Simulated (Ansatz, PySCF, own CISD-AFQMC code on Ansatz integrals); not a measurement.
Constitutional and geometric isomers with formula H6B2Si. Gas-phase values, no solvent. One relaxed conformer stands for each flexible species; it need not be the lowest. Strings in code marks are SMILES.

Quantity: electronic energy of isomers of H6B2Si relative to `BB[SiH3]`, in kJ/mol. AFQMC values (own CISD-AFQMC code on Ansatz (a first-principles code) integrals) carry a statistical error of up to ±0.92 kJ/mol (one standard error) and the bias of the phaseless constraint.

Level 1: frozen-core phaseless AFQMC with a CISD trial state/cc-pVDZ // PBE0-D3(BJ)/def2-TZVP (own CISD-AFQMC code on Ansatz integrals)
Level 2: CAM-B3LYP/cc-pVTZ // PBE0-D3(BJ)/def2-TZVP (Ansatz)
Level 3: LC-ωPBE/cc-pVTZ // PBE0-D3(BJ)/def2-TZVP (Ansatz)
Level 4: PBE-D3(BJ)/def2-TZVP // PBE0-D3(BJ)/def2-TZVP (PySCF)

| species | level 1 | level 2 | level 3 | level 4 |
|---|---|---|---|---|
| `B[SiH2]B` | 23.09 | 37.40 | 34.28 | 38.48 |
